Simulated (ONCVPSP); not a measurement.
How hard is this Sb (Z = 51) ONCV potential?

antimony (Sb), optimised norm-conserving Vanderbilt (ONCV), made with ONCVPSP 4.0.1 (PBE, scalar-relativistic). Core [Ar] 3d10 4s2, reference 4p6 4d10 5s2 5p3. Waves: 5s: rc 1.65 bohr, ncon 4, nbas 8, qcut 3.7 1/bohr, 2 projectors, debl 1.4 Ha; 4p+5p: rc 1.35 bohr, ncon 4, nbas 9, qcut 11.7 1/bohr, 2 projectors; 4d: rc 1.35 bohr, ncon 4, nbas 9, qcut 9.4 1/bohr, local. Local part: the d channel. Core correction: Teter function, fcfact 3.75, rcfact 1.35.

Task: For each optimised wave give the share of its norm inside rc, the residual kinetic energy above qcut (Ha) and the cutoffs (Ha) for errors of 10, 1, 0.1 and 0.01 mHa per electron.

Result:

```csv
wave,norm inside rc,residual KE,10 mHa,1 mHa,0.1 mHa,0.01 mHa
5s,0.228,1.3e-03,4.7,8.6,59.3,78.0
s projector 2,0.150,7.4e-03,6.5,8.5,11.2,80.9
4p,0.938,2.7e-08,19.6,32.8,46.3,54.4
5p,0.042,4.0e-08,15.4,21.0,42.4,52.8
4d,0.808,1.0e-04,32.4,38.5,44.7,153.7
```

The occupied waves need 38 Ha and 59 Ha for 1 and 0.1 mHa. Note: ghosts flagged at negative energy: s at -119.2 eV; GHOST(+) flagged for s at 295.8 eV. A true bound ghost makes a file unfit for plane-wave use. 1 of 4 tests not solved or not reliable.
